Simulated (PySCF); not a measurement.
MH₃ across group 4

Level: PBE0, basis family def2-TZVP, scalar-relativistic core potentials from Rb on and no relativity for lighter atoms.

Each entry is the lowest minimum that a search over a few typed start shapes (and spin states, where more than one is plausible) found, or that minimum re-optimised at the stated level; isomers with ligand–ligand bonds, or fragments after loss of a ligand pair, can lie lower. Open shells are unrestricted; no spin–orbit coupling; PySCF with density fitting.

```tsv
molecule	2S+1	point group	mean bond to the central atom (Å)	atomisation (kJ/mol)	lowest ω (cm⁻¹)	distinct angles (°)
TiH₃	2	C3v	1.730	756	194	118
ZrH₃	2	C3v	1.856	867	266	117
HfH₃	2	C3v	1.860	871	181	119
```

The bond lengthens at every step; the largest change, 0.126 Å, falls between TiH₃ and ZrH₃ among the members listed.

The 4d and 5d members differ by only 0.004 Å, the mark of the lanthanide contraction and relativistic shrinkage of 6s.

Spin–orbit coupling can matter for HfH₃.

Left out of the table are members whose search was unfinished or whose lowest solution was spin-contaminated, unstable, very soft or bonded differently.
